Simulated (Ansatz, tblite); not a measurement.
Cost and result up the ladder for `Sc1ccc(-c2ccc(-c3ccc(-c4ccc(-c5ccc(-c6ccc(S)o6)o5)o4)o3)o2)o1` (46 atoms). The state is a singlet with charge 0. Geometry: PBE-D4/def2-SVP.

Ansatz on 2 threads of AMD EPYC 7R13 on a shared host and a share (18 GiB) of an NVIDIA H100 80GB HBM3; xTB runs through tblite on one thread. Times are rough, summed over both states, and most runs start from the orbitals of an earlier one. PBE0-D4/def2-TZVP serves as the yardstick here, not as an exact answer. The other state is a doublet.

The xTB rows come from tblite. Single mean-field runs in def2-TZVP are fitted with def2-universal-jkfit.

Raw xTB energies of ions are shifted by several eV.

```csv
level,functions,wall time
GFN2-xTB,152,0.28 s
GFN1-xTB,166,0.29 s
PBE0-D4/def2-TZVP,1088,21 s
PBE-D4/def2-TZVP (with forces),1088,24 s
```

Question: Estimate what each level gives for the vertical IE (eV).

Answer: 
| level | vertical IE (eV) | difference from PBE0-D4/def2-TZVP (eV) |
| --- | --- | --- |
| GFN2-xTB | 10.99 | 5.18 |
| GFN1-xTB | 11.55 | 5.74 |
| PBE0-D4/def2-TZVP | 5.81 | 0.00 |
| PBE-D4/def2-TZVP (with forces) | 5.54 | -0.27 |
